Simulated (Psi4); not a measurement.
Dimer: H2O (SMILES O) (first 3 atoms) with H2S (SMILES S); geometry from B3LYP-D3(BJ)/def2-TZVP, rigid monomers moved along the line of their centres of mass till O1···H5 is 3.00 Å.
(charge 0, multiplicity 1):
```xyz
6

O      0.06629     0.37067    -0.00445
H      0.92963     0.60300    -0.36284
H     -0.20268    -0.42895    -0.46928
S     -0.01508    -0.00774     4.32594
H     -0.03921     0.16651     2.98878
H     -0.92606     0.95502     4.53755
```

Method: SAPT0/jun-cc-pV(D+d)Z (Psi4).

Q: Which attractive term is largest, and how does the interaction split up?

A: electrostatics -66.3, exchange 12.1, induction -6.8, dispersion -9.8, total -70.8 meV; the largest attraction is electrostatics.
